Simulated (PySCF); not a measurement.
(1-methylcyclobutyl)silane (C5H12Si), SMILES CC1(CCC1)[SiH3].

Geometry: B3LYP-D3(BJ)/def2-SVP.

Computed with PBE/def2-TZVP (PySCF).

Symmetry labels are those of the subgroup Cs that the program uses (full group Cs).

Task: List the valence orbital energies around the gap with their symmetry. (The exact figures need the calculation; the answer reports its results.)

Result: 
```tsv
orbital	symmetry	energy (eV)
HOMO−7	A"	-9.46
HOMO−6	A'	-8.51
HOMO−5	A"	-8.37
HOMO−4	A'	-8.07
HOMO−3	A"	-7.97
HOMO−2	A'	-7.31
HOMO−1	A"	-7.25
HOMO	A'	-6.52
LUMO	A'	-0.11
LUMO+1	A'	0.54
LUMO+2	A"	0.59
LUMO+3	A'	0.69
```
